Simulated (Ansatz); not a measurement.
Harmonic frequencies (cm⁻¹) at PBE0-D4/def2-TZVP from Ansatz: 142, 161, 176, 250, 259, 294, 358, 414, 692, 736, 754, 807, 1556, 1565, 3613, 3614, 3719, 3719.

Each molecule was computed in one conformer, which needn't be the lowest.

Task: Which molecule is it?
A. `C[O][GaH2]`
B. `[SiH3][Ga]([Cl])[Cl]`
C. `[CH3][Ga]([Br])[Br]`
D. `[NH2][Ga]([NH2])[Cl]`

Result: D.
